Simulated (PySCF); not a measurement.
Calculation: PySCF 2.14.0 with PBE0-D4/def2-TZVP. Isolated molecules, 0 K electronic values unless said otherwise. Excitations are Tamm–Dancoff values on a coarser integration grid. The basis has no diffuse functions, so Rydberg states are missing or too high.

Reference species (SMILES): `N=C=CC` (neutral, multiplicity 1).

```yaml
dipole_moment: 1.66 D
T1 excitation (TDA): 4.04 eV
HOMO: -6.50 eV
```

After one change: the dipole moment rises by 0.67 D; the T1 excitation (TDA) rises by 0.07 eV; the HOMO falls by 0.60 eV.

Q: Which change was made? The new species is one of these.
A) `NC1=CC1`
B) `N=C1CC1`
C) `C=C=NC`
D) `C1=CNC1`

A: B, `N=C1CC1`
